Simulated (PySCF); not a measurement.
An unknown shows these calculated signals:

¹H NMR (500 MHz, computed): δ 7.48 (m, 1H), 4.38 (m, 2H), 4.22 (s, 3H), 0.36 (t, 3H).

¹³C{¹H} NMR (computed): δ 151.6 (CH), 148.3 (C), 126.9 (C), -6.8 (CH3).

[PySCF 2.14: geometry: PBE0-D3(BJ)/def2-SVP; shieldings: GIAO B97-2/pcSseg-1; one computed conformer; no solvent model; non-relativistic Hamiltonian; one averaged value for each set of equivalent atoms]

Scale: ¹H (σref 31.38), ¹³C (σref 183.69) vs TMS (reference shieldings calculated alike).

Q: Which of these does the molecule contain: a heteroaromatic ring, a benzene ring, a Si–H bond, a CF3 group, a methoxy group, a non-aromatic C=C double bond?

A: 
- A heteroaromatic ring: no.
- A benzene ring: no.
- A Si–H bond: yes (δH 4.38 (m)).
- A CF3 group: yes (δC 126.9).
- A methoxy group: no.
- A non-aromatic C=C double bond: yes.

The data belong to SMILES C[SiH2]/C=C(\[SiH3])C(F)(F)F, C$_{4}$H$_{9}$F$_{3}$Si$_{2}$; they needn't prove each group on their own.

Carbon signals by region: 3 in the sp2 and nitrile region (100–160 ppm), 1 below 50 ppm.

Splittings by ¹⁹F in the carbon and heteronuclear signals aren't shown, as no couplings were computed. Shifts are as computed. Against solution values, carbons near 30 ppm lie about +1 ppm off and those near 130 ppm about +2 ppm. Of 1211 compounds with measured shifts, 218 miss one by over three times the rms of a fit or turn the order of signals round; such compounds aren't used in these exercises. No couplings were computed; multiplicities are counted from neighbouring protons, with m where these are inequivalent, close in shift, in a saturated or five-membered ring or joined by F or P, and br s for small geminal =CH2 splittings.
